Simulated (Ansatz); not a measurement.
Basis sets compared for GeF2H2 (GeH₂F₂). Charge 0, multiplicity 1. Geometry r2SCAN-D4/def2-TZVP. Ansatz on 4 threads of Intel Xeon on a shared host; times are rough, and most runs start from earlier orbitals.

```tsv
atom	x (Å)	y (Å)	z (Å)
Ge1	-0.027	-0.081	0.076
F2	-0.316	-0.098	-1.625
F3	0.762	1.426	0.369
H4	0.960	-1.198	0.397
H5	-1.379	-0.048	0.782
```

The 6-31G sets use Cartesian d functions. B3LYP takes the VWN-RPA correlation.

Binding counts from free atoms (Ge triplet, F doublet, H doublet) in the same basis, without a counterpoise term.

| level | functions | energy (Eh) | HOMO (eV) | LUMO (eV) | binding per atom (eV) | wall time |
| --- | --- | --- | --- | --- | --- | --- |
| HF/STO-3G | 30 | -2249.0070 | -10.33 | 11.73 | 2.53 | 0.62 s |
| HF/6-31G | 51 | -2275.0814 | -13.99 | 2.96 | 2.04 | 1.2 s |
| HF/def2-TZVP | 122 | -2275.5759 | -13.80 | 3.14 | 2.35 | 2.7 s |
| PBE-D4/def2-SVP | 70 | -2277.0240 | -8.23 | -0.57 | 3.30 | 1.4 s |
| PBE-D4/def2-TZVP | 122 | -2277.5447 | -8.45 | -0.90 | 3.30 | 2.4 s |
| r2SCAN-D4/def2-TZVP (with forces) | 122 | -2277.9618 | -8.88 | -0.51 | 3.28 | 4.5 s |
| B3LYP-D4/6-31G | 51 | -2277.6029 | -9.71 | -0.24 | 3.04 | 2 s |
| B3LYP-D4/def2-TZVP | 122 | -2278.1044 | -9.84 | -0.32 | 3.24 | 3.3 s |
| PBE0-D4/def2-SVP | 70 | -2277.0795 | -9.93 | 0.30 | 3.19 | 2.2 s |
| PBE0-D4/def2-TZVP | 122 | -2277.5983 | -10.05 | -0.02 | 3.20 | 4.4 s |

Estimate the rows for PBE-D4/def2-TZVPD, r2SCAN-D4/def2-TZVPD, PBE0-D4/def2-TZVPD.


```csv
level,functions,energy (Eh),HOMO (eV),LUMO (eV),binding per atom (eV),wall time
PBE-D4/def2-TZVPD,152,-2277.5479,-8.52,-1.16,3.30,3.6 s
r2SCAN-D4/def2-TZVPD,152,-2277.9644,-8.92,-0.68,3.29,6 s
PBE0-D4/def2-TZVPD,152,-2277.6009,-10.09,-0.34,3.21,4.7 s
```
